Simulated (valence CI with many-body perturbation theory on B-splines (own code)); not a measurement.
**Assign the levels of Se²⁺**

Calculated by configuration interaction combined with many-body perturbation theory (CI+MBPT): four valence electrons over a frozen Dirac-Fock core [Ar] 3d10, a basis of 11 s, 11 p, 9 d, 7 f, 5 g, 2 h, 1 i functions for each j, with the one-electron correlation potential Σ1, the two-electron term Σ2, the three-electron term Σ3, Breit, model QED; selected CI, second order for the rest, scaled by the run's own slope (own B-spline code, finite nucleus).

Against 29 measured levels this calculation errs by 223 cm⁻¹ on average and by 778 at most. These come from a selection out of Moore, Atomic Energy Levels, vol. II, NSRDS-NBS 35 (1971 reprint of NBS Circular 467, 1952), an old analysis. Levels without a partner in it may be off by more. Among the levels kept, up to 460 cm⁻¹ of a level comes from second order outside the variational space, and about a tenth of that is noise between levels of different J, which matters for small intervals.

```
No.  J  Parity  E (cm⁻¹)      g
  2  1    even      1737  1.501
  3  2    even      3926  1.481
  4  2    even     13012  1.020
  6  2     odd     68276  2.000
  7  1     odd     92338  0.514
  8  2     odd     92453  1.175
  9  3     odd     93015  1.334
 11  2     odd    106227  1.464
 12  1     odd    106309  1.488
 14  2     odd    123706  0.671
 15  3     odd    124964  1.084
 17  1     odd    126701  1.415
 18  4     odd    127057  1.250
 19  2     odd    130302  1.501
```

Energies count from the lowest level. Strongly mixed levels and levels close to another of their J and parity, and those with J = 0 are left out, so the numbers can have gaps.

Give configuration and LS term of each level.

2: 4s2 4p2 3P; 3: 4s2 4p2 3P; 4: 4s2 4p2 1D; 6: 4s 4p3 5S°; 7: 4s 4p3 3D°; 8: 4s 4p3 3D°; 9: 4s 4p3 3D°; 11: 4s 4p3 3P°; 12: 4s 4p3 3P°; 14: 4s2 4p 4d 3F°; 15: 4s2 4p 4d 3F°; 17: 4s2 4p 5s 3P°; 18: 4s2 4p 4d 3F°; 19: 4s2 4p 5s 3P°.
